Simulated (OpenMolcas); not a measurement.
# S2+: effect of the basis set

```
Program             : OpenMolcas 26.06
Method              : RASSCF
Active space        : 2 electrons in 9 orbitals (RAS2 3p; RAS3 3d 4s, at most 1 electron)
State averaging     : 2S+1 = 3 even, 3 roots; 2S+1 = 1 even, 6 roots; 2S+1 = 3 odd, 18 roots; 2S+1 = 1 odd, 18 roots
Spin-orbit coupling : RASSI with atomic mean-field integrals over the reference wave functions, term energies averaged over their components
```

A. ANO-RCC-VQZP [6s5p3d2f1g], DKH2, point nucleus; cost roughly 24 core-seconds
B. ANO-R3 [6s5p4d3f1g], X2C, finite nucleus; cost of the order of 20 core-seconds
C. ANO-RCC [8s7p5d4f2g], DKH2, point nucleus; cost of the order of 21 core-seconds

Energies in eV above 3s2 3p2 3P0, the measured ground level; measured values from NIST levels in Podobedova, Kelleher and Wiese, J. Phys. Chem. Ref. Data 38, 171 (2009).

```
          Level        A        B        C  Measured
    3s2 3p2 3P0   0.0000   0.0000   0.0000    0.0000
    3s2 3p2 3P1   0.0328   0.0332   0.0333    0.0370
    3s2 3p2 3P2   0.0936   0.0948   0.0950    0.1033
    3s2 3p2 1D2   1.7702   1.7683   1.7699    1.4038
    3s2 3p2 1S0   4.3000   4.2971   4.2981    3.3675
3s2 3p 3d 3F* 2  15.1588  15.1513  15.0555   15.1408
3s2 3p 3d 3F* 3  15.1932  15.1866  15.0905   15.1762
3s2 3p 3d 3F* 4  15.2384  15.2324  15.1367   15.2251
3s2 3p 3d 1D* 2  15.8780  15.7613  15.8562          
3s2 3p 3d 3P* 2  17.2306  17.4921  17.1578          
3s2 3p 3d 3P* 1  17.2561  17.5193  17.1844          
3s2 3p 3d 3P* 0  17.2705  17.5344  17.1995          
3s2 3p 3d 3D* 1  17.6168  17.9386  17.5461          
3s2 3p 3d 3D* 2  17.6306  17.9525  17.5602          
3s2 3p 3d 3D* 3  17.6443  17.9673  17.5743          
3s2 3p 4s 3P* 0  18.0097  18.1938  17.9635   18.1882
3s2 3p 4s 3P* 1  18.0338  18.2192  17.9880   18.1931
3s2 3p 4s 3P* 2  18.0978  18.2856  18.0544   18.2439
3s2 3p 4s 1P* 1  18.4645  18.6509  18.3926   18.3991
3s2 3p 3d 1P* 1  20.0441  20.9128  19.9311          
3s2 3p 3d 1F* 3  20.4145  21.4212  20.2960   19.5412
```

Deviations, from unrounded energies. A percentage is the sum of absolute deviations over the sum of measured energies, with the sign that they share, or ± where signs differ.

```json
{"Against measurement": "mean absolute deviation (cm-1)", "Levels": "12", "A": "1900", "B": "2400", "C": "2000"}
{"Against measurement": "fine structure of the ground term (%)", "Levels": "2", "A": "-9.9", "B": "-8.8", "C": "-8.5"}
{"Against measurement": "other terms of the ground configuration (%)", "Levels": "2", "A": "+27.2", "B": "+27.1", "C": "+27.2"}
{"Against measurement": "other configurations (%)", "Levels": "8", "A": "±1.1", "B": "+1.6", "C": "±1.2"}
```

A lies closest to measurement on these levels and B furthest from it. The largest miss of A in the table is 3s2 3p2 1S0, by +7500 cm-1. The ranking rests on the paired levels alone, and a cruder setting can come out closer through cancelling errors.

Among A to C the level of the table that moves most is 3s2 3p 3d 1F* 3, by 9100 cm-1 (lowest in C, highest in B).

ANO sets are built for valence states and can reach diffuse excited orbitals poorly, and with the s shell closed the s pⁿ⁺¹ terms that mix with these levels are absent. With the s shell closed, the reference lacks s² → p² mixing. Measured partners are found by configuration, term and J. A level has none where our copy of the source lacks it or the pairing is in doubt (some pairs that miss far off the trend of their configuration count as doubtful), and it then counts in no deviation. Levels of configurations outside the active space are missing.

* marks odd parity.
